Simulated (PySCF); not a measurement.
```xyz
5
charge 0 multiplicity 1, angstrom
Sn    0.0000    0.0000    0.0000
Cl    1.3374    1.3374    1.3374
Cl   -1.3374    1.3374   -1.3374
Cl    1.3374   -1.3374   -1.3374
Cl   -1.3374   -1.3374    1.3374
```

These are results of PBE in PySCF with Sn def2-TZVP with ECP28, Cl def2-TZVP; scalar-relativistic core potentials, no spin–orbit coupling; density-fitted integrals, not measurements.

This geometry of SnCl4 is a stationary point at this level.

(1) What is the point group?

(2) Is it a minimum?

(3) What are the dipole moment and the gap between the highest occupied and lowest empty levels?

(4) Give the ideal-gas entropy at 298.15 K and 1 bar by parts.

Answers

(1) Td.

(2) Yes: all harmonic wavenumbers are real.

(3) 0.00 D and 3.94 eV.

(4) translation 178.2, rotation 105.4, vibration 88.0, spin 0.0; total 371.5 J/(mol K).
